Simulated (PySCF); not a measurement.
ethenyl silylformate (C3H6O2Si), SMILES C=COC(=O)[SiH3].

The structure is a stationary point at PBE0-D3(BJ)/def2-SVP. Other conformers were not sampled.

Level of theory: TDA-ωB97X/def2-SVPD run with PySCF 2.14.0.

Vertical excitations. The molecule is in vacuum.

Computed lowest excited states:
| state | energy (eV) | λ (nm) | f | main pairs |
|---|---|---|---|---|
| S1 | 4.99 | 248 | 0.005 | HOMO−1→LUMO 90 % |
| S2 | 6.45 | 192 | 0.282 | HOMO→LUMO 93 % |
| S3 | 7.67 | 162 | 0.054 | HOMO→LUMO+1 46 %, HOMO→LUMO+4 27 %, HOMO→LUMO+5 18 % |
| S4 | 7.83 | 158 | 0.004 | HOMO−4→LUMO 47 %, HOMO−3→LUMO 43 % |
| S5 | 7.99 | 155 | 0.005 | HOMO−1→LUMO+1 77 % |
| S6 | 8.09 | 153 | 0.000 | HOMO−1→LUMO+3 74 % |
| S7 | 8.22 | 151 | 0.246 | HOMO→LUMO+3 57 %, HOMO−1→LUMO+5 14 % |
| S8 | 8.28 | 150 | 0.008 | HOMO−1→LUMO+5 30 %, HOMO→LUMO+3 17 %, HOMO−2→LUMO 14 %, HOMO−1→LUMO+4 13 % |
| S9 | 8.62 | 144 | 0.005 | HOMO→LUMO+4 43 %, HOMO→LUMO+1 26 %, HOMO→LUMO+8 10 %, HOMO→LUMO+9 8 % |
| S10 | 8.65 | 143 | 0.028 | HOMO−1→LUMO+2 41 %, HOMO−2→LUMO 24 %, HOMO−1→LUMO+1 9 % |
| T1 | 4.33 | 286 | 0 | HOMO→LUMO 53 %, HOMO→LUMO+3 39 % |
| T2 | 4.34 | 286 | 0 | HOMO−1→LUMO 88 % |
| T3 | 5.82 | 213 | 0 | HOMO−5→LUMO 27 %, HOMO→LUMO+3 24 %, HOMO→LUMO 20 %, HOMO−2→LUMO 15 % |
| T4 | 7.05 | 176 | 0 | HOMO−2→LUMO 27 %, HOMO→LUMO 20 %, HOMO→LUMO+3 18 %, HOMO−5→LUMO 13 % |
Triplets are in the Tamm–Dancoff approximation.
